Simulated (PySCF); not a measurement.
Method: PBE-D3(BJ)/def2-TZVP // r2SCAN-D4/def2-TZVP (PySCF). Isolated molecules, 0 K electronic values unless said otherwise. 

Reference species (SMILES): `[F][Ge]([F])([F])[F]` (neutral, multiplicity 1).

The HOMO comes out as -10.48 eV.

Changed species: `[GeH4]` (4 of 4 F replaced by H; the reference has 0 of 4 F replaced by H).

Problem. Give the shifts of the HOMO.

Solution. the HOMO rises by 2.13 eV, to -8.35 eV.
